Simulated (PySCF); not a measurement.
## Nuclear repulsion and electron count by hand

System: HClSi, charge +1, doublet, geometry from GFN2-xTB (a state made from the parent by changing its charge; the spin is typed, not shown lowest). Level: PySCF with B97M-V/STO-3G. Sums are taken with unrounded values, so a last digit can differ.

Coordinates (Å):

```
atom         x         y         z
----  --------  --------  --------
Si1    0.86135  -0.21952   0.44274
H2     2.20871  -0.51186  -0.05260
Cl3   -0.83927   0.21089  -0.36152
```

Question: Work out the nuclear repulsion energy and the numbers of alpha and beta electrons.

Answer: In atomic units each pair adds Z_i Z_j / r_ij, with r in bohr (1 bohr = 0.529177 Å).
| pair | r (Å) | r (bohr) | Z_i Z_j | term (Eh) |
|---|---|---|---|---|
| Si1-H2 | 1.4650 | 2.7684 | 14 | 5.0570 |
| Si1-Cl3 | 1.9298 | 3.6468 | 238 | 65.2621 |
| H2-Cl3 | 3.1477 | 5.9483 | 17 | 2.8580 |
The sum is 73.1771 Eh; PySCF gives 73.1771 Eh. The atomic numbers add up to 32, so at charge +1 there are 31 electrons; multiplicity 2 means 1 unpaired, so 16 alpha and 15 beta.
